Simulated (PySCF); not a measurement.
A PySCF script (with the pyscf-properties extension) for the NMR shieldings of `C1NB(C#C)NC1`, C$_{4}$H$_{7}$BN$_{2}$, on a GFN2-xTB geometry:

```python
import basis_set_exchange as bse
import numpy as np
from pyscf import gto, dft
from pyscf.prop import nmr

atoms = """
C     3.443374    0.189888    0.407560
C     2.246696    0.124161    0.314697
B     0.735191    0.040482    0.196959
N    -0.048198    0.515450   -0.869903
C    -1.458684    0.272744   -0.661149
C    -1.526127   -0.437068    0.709223
N    -0.146700   -0.525318    1.134805
H     4.490661    0.247729    0.488825
H     0.225849    0.977945   -1.717024
H    -1.874748   -0.358955   -1.457596
H    -2.025835    1.213084   -0.650835
H    -1.978102   -1.433970    0.619319
H    -2.126863    0.138374    1.426574
H     0.042806   -0.965018    2.016467
"""
names = dict.fromkeys(["C", "B", "N", "H"], "pcSseg-1")
basis = {el: gto.basis.parse(bse.get_basis(n, elements=[el], fmt="nwchem")) for el, n in names.items()}
mol = gto.M(atom=atoms, basis=basis, charge=0, verbose=0)
mf = dft.RKS(mol, xc="PBE0")
mf.grids.level = 2
mf.grids.alignment = dft.numint.BLKSIZE   # the property module wants whole blocks of grid points
mf.conv_tol = 1e-9
mf.kernel()

calc = nmr.RKS(mf)   # GIAO
C = mf.mo_coeff
Co = C[:, mf.mo_occ > 0]
resp = mf.gen_response(singlet=True, hermi=2)
def vind(x):   # induced exchange potential for any number of trial vectors
    d = np.einsum("pi,xij,qj->xpq", C, 2 * x.reshape(-1, C.shape[1], Co.shape[1]), Co, optimize=True)
    return np.einsum("xpq,pi,qj->xij", resp(d - d.transpose(0, 2, 1)), C, Co, optimize=True).ravel()
mo1, _ = nmr.rhf.solve_mo1(calc, with_cphf=vind)
sigma = calc.kernel(mo1)
for i, s in enumerate(sigma):   # ppm
    w = np.linalg.eigvalsh((s + s.T) / 2)
    print("%2d %-2s iso %8.1f  s11 %8.1f  s22 %8.1f  s33 %8.1f" % (i, mol.atom_pure_symbol(i), w.mean(), *w))
```

Q: What are the results?

A: 
```
 0 C  iso     89.1  s11     13.0  s22     14.5  s33    239.8
 1 C  iso     98.6  s11     -1.7  s22      2.5  s33    295.0
 2 B  iso     82.1  s11     69.1  s22     72.6  s33    104.7
 3 N  iso    184.2  s11    121.5  s22    179.5  s33    251.7
 4 C  iso    138.7  s11    114.3  s22    133.7  s33    168.0
 5 C  iso    138.7  s11    114.3  s22    133.7  s33    168.0
 6 N  iso    184.3  s11    121.5  s22    179.5  s33    251.7
 7 H  iso     29.8  s11     25.0  s22     25.2  s33     39.2
 8 H  iso     29.4  s11     22.4  s22     28.0  s33     37.8
 9 H  iso     28.0  s11     23.5  s22     26.2  s33     34.3
10 H  iso     28.0  s11     23.5  s22     26.2  s33     34.3
11 H  iso     28.0  s11     23.5  s22     26.2  s33     34.3
12 H  iso     28.0  s11     23.5  s22     26.2  s33     34.3
13 H  iso     29.4  s11     22.4  s22     28.0  s33     37.8
```

These numbers come from an equivalent density-fitted implementation of the same equations, which agrees with the script to about 0.01 ppm for H and up to a few tenths of a ppm for heavy atoms, so last digits may differ.

Size and cost of the density-fitted run: 154 basis functions, 24 s wall time on 1 thread of an Arm Neoverse V1, shared host; peak memory 0.7 GiB.
